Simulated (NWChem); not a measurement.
Program: NWChem. System: Cu2, charge 0, spin multiplicity 1, displaced from the optimised geometry. The structure started from a generated list of species.

Job file:

```
start mol
memory heap 200 mb stack 900 mb global 1100 mb
geometry units angstroms nocenter noautoz
  Cu     0.000000     0.000000     1.333280
  Cu     0.000000     0.000000    -1.333280
  symmetry group D2h
end
basis spherical
  * library def2-tzvp
end
dft
  xc b3lyp
  semidirect memsize 60000000 filesize 0
  iterations 100
  convergence nodiis damp 40
end
task dft gradient
```

The output up to the point where the run's verdict is printed (cleaned and shortened):

```
             Northwest Computational Chemistry Package (NWChem) 7.3.0
             --------------------------------------------------------

                                NWChem Input Module
                                -------------------

 Scaling coordinates for geometry "geometry" by  1.889725989
 (inverse scale =  0.529177249)

 Turning off AUTOSYM since
 SYMMETRY directive was detected!

                             Geometry "geometry" -> ""
                             -------------------------

 Output coordinates in angstroms (scale by  1.889725989 to convert to a.u.)

  No.       Tag          Charge          X              Y              Z
 ---- ---------------- ---------- -------------- -------------- --------------
    1 Cu                  29.0000     0.00000000     0.00000000     1.33328000
    2 Cu                  29.0000     0.00000000     0.00000000    -1.33328000

 Effective nuclear repulsion energy (a.u.)     166.8959507413

            Nuclear Dipole moment (a.u.)
            ----------------------------
        X                 Y               Z
 ---------------- ---------------- ----------------
     0.0000000000     0.0000000000     0.0000000000

      Symmetry information
      --------------------

 Group name             D2h
 Group number             26
 Group order               8
 No. of unique centers     1

      Symmetry unique atoms

     1


 Summary of "ao basis" -> "" (spherical)
 ------------------------------------------------------------------------------
       Tag                 Description            Shells   Functions and Types
 ---------------- ------------------------------  ------  ---------------------
 *                         def2-tzvp                  on all atoms

                                 NWChem DFT Module
                                 -----------------

 Summary of "ao basis" -> "ao basis" (spherical)
 ------------------------------------------------------------------------------
       Tag                 Description            Shells   Functions and Types
 ---------------- ------------------------------  ------  ---------------------
[...]
 !! scf_movecs_sym_adapt:   40 vectors were symmetry contaminated

 d= 0,ls=0.5         84  -3137.5657681640  9.57D+01  2.67D-01               7.0

 !! scf_movecs_sym_adapt:   40 vectors were symmetry contaminated

  Symmetry fudging

 !! scf_movecs_sym_adapt:   38 vectors were symmetry contaminated

 d= 0,ls=0.5         85  -3233.2256118320 -9.57D+01  2.67D-01               7.0

 !! scf_movecs_sym_adapt:   40 vectors were symmetry contaminated

  Symmetry fudging

 !! scf_movecs_sym_adapt:   36 vectors were symmetry contaminated

 d= 0,ls=0.5         86  -3137.5657719251  9.57D+01  2.67D-01               7.1

 !! scf_movecs_sym_adapt:   40 vectors were symmetry contaminated

  Symmetry fudging

 !! scf_movecs_sym_adapt:   40 vectors were symmetry contaminated

 d= 0,ls=0.5         87  -3233.2256123786 -9.57D+01  2.67D-01               7.1

 !! scf_movecs_sym_adapt:   40 vectors were symmetry contaminated

  Symmetry fudging

 !! scf_movecs_sym_adapt:   38 vectors were symmetry contaminated

 d= 0,ls=0.5         88  -3137.5657681640  9.57D+01  2.67D-01               7.2

 !! scf_movecs_sym_adapt:   40 vectors were symmetry contaminated

  Symmetry fudging

 !! scf_movecs_sym_adapt:   36 vectors were symmetry contaminated

 d= 0,ls=0.5         89  -3233.2256118321 -9.57D+01  2.67D-01               7.2

 !! scf_movecs_sym_adapt:   40 vectors were symmetry contaminated

  Symmetry fudging

 !! scf_movecs_sym_adapt:   40 vectors were symmetry contaminated

 d= 0,ls=0.5         90  -3137.5657719251  9.57D+01  2.67D-01               7.3

 !! scf_movecs_sym_adapt:   40 vectors were symmetry contaminated

  Symmetry fudging

 !! scf_movecs_sym_adapt:   38 vectors were symmetry contaminated

 d= 0,ls=0.5         91  -3233.2256123786 -9.57D+01  2.67D-01               7.3

 !! scf_movecs_sym_adapt:   40 vectors were symmetry contaminated

  Symmetry fudging

 !! scf_movecs_sym_adapt:   40 vectors were symmetry contaminated

 d= 0,ls=0.5         92  -3137.5657681640  9.57D+01  2.67D-01               7.4

 !! scf_movecs_sym_adapt:   40 vectors were symmetry contaminated

  Symmetry fudging

 !! scf_movecs_sym_adapt:   40 vectors were symmetry contaminated

 d= 0,ls=0.5         93  -3233.2256118321 -9.57D+01  2.67D-01               7.4

 !! scf_movecs_sym_adapt:   40 vectors were symmetry contaminated

  Symmetry fudging

 !! scf_movecs_sym_adapt:   40 vectors were symmetry contaminated

 d= 0,ls=0.5         94  -3137.5657719251  9.57D+01  2.67D-01               7.4

 !! scf_movecs_sym_adapt:   40 vectors were symmetry contaminated

  Symmetry fudging

 !! scf_movecs_sym_adapt:   38 vectors were symmetry contaminated

 d= 0,ls=0.5         95  -3233.2256123786 -9.57D+01  2.67D-01               7.5

 !! scf_movecs_sym_adapt:   40 vectors were symmetry contaminated

  Symmetry fudging

 !! scf_movecs_sym_adapt:   38 vectors were symmetry contaminated

 d= 0,ls=0.5         96  -3137.5657681640  9.57D+01  2.67D-01               7.5

 !! scf_movecs_sym_adapt:   40 vectors were symmetry contaminated

  Symmetry fudging

 !! scf_movecs_sym_adapt:   40 vectors were symmetry contaminated

 d= 0,ls=0.5         97  -3233.2256118320 -9.57D+01  2.67D-01               7.6

 !! scf_movecs_sym_adapt:   40 vectors were symmetry contaminated

  Symmetry fudging

 !! scf_movecs_sym_adapt:   40 vectors were symmetry contaminated

 d= 0,ls=0.5         98  -3137.5657719251  9.57D+01  2.67D-01               7.6

 !! scf_movecs_sym_adapt:   40 vectors were symmetry contaminated

  Symmetry fudging

 !! scf_movecs_sym_adapt:   40 vectors were symmetry contaminated

 d= 0,ls=0.5         99  -3233.2256123786 -9.57D+01  2.67D-01               7.7

 !! scf_movecs_sym_adapt:   40 vectors were symmetry contaminated

  Symmetry fudging

 !! scf_movecs_sym_adapt:   40 vectors were symmetry contaminated

 d= 0,ls=0.5        100  -3137.5657681640  9.57D+01  2.67D-01               7.7
```

The run did not converge; its last values are not results. The next line reads: Calculation failed to converge. NWChem stopped with the message: dft gradient failed.
